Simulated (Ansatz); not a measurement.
Frontier orbitals of C₁₂H₁₀F₂Si, SMILES `F[Si](F)(c1ccccc1)c1ccccc1`.

Cartesian coordinates in Å:
```
F 2.271 1.359 -1.088
Si 1.565 0.199 -0.253
F 2.756 -0.721 0.274
C 0.661 0.994 1.146
C -0.303 0.277 1.858
C -0.979 0.856 2.920
C -0.703 2.166 3.283
C 0.248 2.895 2.583
C 0.924 2.313 1.522
C 0.493 -0.848 -1.333
C 0.940 -2.076 -1.825
C 0.131 -2.847 -2.645
C -1.138 -2.400 -2.984
C -1.599 -1.184 -2.501
C -0.789 -0.416 -1.680
H -0.535 -0.746 1.576
H -1.724 0.287 3.464
H -1.232 2.622 4.112
H 0.461 3.920 2.864
H 1.662 2.891 0.976
H 1.929 -2.434 -1.560
H 0.490 -3.799 -3.020
H -1.771 -3.003 -3.625
H -2.592 -0.836 -2.763
H -1.163 0.529 -1.299
```

Charge 0, multiplicity 1. Geometry: relaxed with PBE0-D4/def2-TZVP. It is one conformer, not always the lowest. Basis def2-TZVPP, Ansatz 0.2.0.

```
functional  HOMO (eV)  LUMO (eV)  gap (eV)
       PBE      -6.56      -1.85      4.71
    r2SCAN      -6.74      -1.69      5.05
      PBE0      -7.54      -0.98      6.56
 CAM-B3LYP      -8.74       0.10      8.84
   LC-ωPBE     -10.05       1.09     11.14
   ωB97X-V      -9.69       1.09     10.78
   ωB97M-V      -9.62       1.00     10.62
```

A quarter of exact exchange (PBE0) shifts PBE's HOMO by −0.98 eV and its LUMO by +0.86 eV; full exchange at long range (ωB97M-V) shifts them by −3.06 and +2.84 eV. The gap opens from 4.72 to 10.62 eV, since occupied levels lose self-interaction and empty ones feel all the electrons. A positive LUMO is unbound and depends on the basis.

LC-ωPBE has ω = 0.4 bohr⁻¹.
